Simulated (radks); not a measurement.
All-electron atom: Pb3.625+ in [Xe] 4f14 5d9.375 6s1 (fractional occupations, a model configuration). Method: Dirac Kohn-Sham, PBE, spin-unpolarised, spherical densities, finite nucleus; open shells are shared between the two j in proportion to 2j + 1; Fermi nuclear charge, rms radius 5.5012 fm; computed with a radial shooting solver on a logarithmic mesh with Libxc functionals.

X-ray form factor f0, the Fourier transform of the density (f0(0) = 78.375):

sin(theta)/lambda (1/angstrom)  f0 (electrons)
0.05                                    77.698
0.1                                     75.777
0.15                                    72.891
0.2                                     69.401
0.25                                    65.642
0.3                                     61.872
0.4                                     54.881
0.5                                     48.954
0.6                                     44.032
0.8                                     36.294
1                                       30.241
1.25                                    24.309
1.5                                     20.057
2                                       15.329
